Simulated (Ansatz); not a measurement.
`C=C(C)[SiH2][AlH2]` → `C=[C](C)[AlH2]` + `[SiH2]` at 700 K and 1 bar (silylene formation by 1,1-elimination).

Isolated molecules relaxed with PBE0-D4/def2-TZVP in Ansatz; ΔE leaves out vibrations. CCSD(T)/CBS adds triple-zeta CCSD(T) − MP2 to the extrapolated MP2 energy (def2 sets, frozen cores). This one scheme is used for every species. One conformer a species, not always the lowest.

| species | CCSD(T)/CBS energy (Eh) | H − E (kJ/mol) | S (J/(mol·K)) |
| --- | --- | --- | --- |
| `C=C(C)[SiH2][AlH2]` | -650.62426 | 363.8 | 539.5 |
| `C=[C](C)[AlH2]` | -360.34570 | 291.7 | 435.2 |
| `[SiH2]` | -290.19011 | 56.3 | 240.4 |

H − E and S are ideal-gas, rigid-rotor, harmonic terms from PBE0-D4/def2-TZVP, for one conformer and one mirror image of each species. 1 Eh = 2625.50 kJ/mol, R = 8.31446 J/(mol·K).

Problem. By hand: ΔE, ΔH, ΔS and ΔG.

Solution. ΔE = (-360.34570) + (-290.19011) − (-650.62426) = 0.08845 Eh = 232.2 kJ/mol. Δ(H − E) = 291.7 + 56.3 − 363.8 = -15.8, so ΔH = 216.4 kJ/mol. ΔS = 435.2 + 240.4 − 539.5 = 136.1 J/(mol·K). ΔG = 216.4 − 700 × (136.1)/1000 = 121.1 kJ/mol.

Problem. By hand: the equilibrium constant, and the temperature at which ΔG would vanish if ΔH and ΔS stayed fixed.

Solution. log₁₀ K = −ΔG/(RT ln 10) = -9.0. ΔG = 0 at ΔH/ΔS = 1590 K.

The number of gas molecules changes by +1, which sets the sign of ΔS. A doubt of 5 kJ/mol in ΔE shifts log₁₀ K by 0.4 here. Other conformers and mirror images would add mixing entropy, several J/(mol·K) or more a flexible species. Modes under 60 cm⁻¹, often nearly free rotors, make the harmonic entropy too high. These are equilibria of isolated gas molecules and say nothing of rates. Largest T1 diagnostic: 0.014 (customary marks: 0.02 for closed shells, 0.045 for open ones).
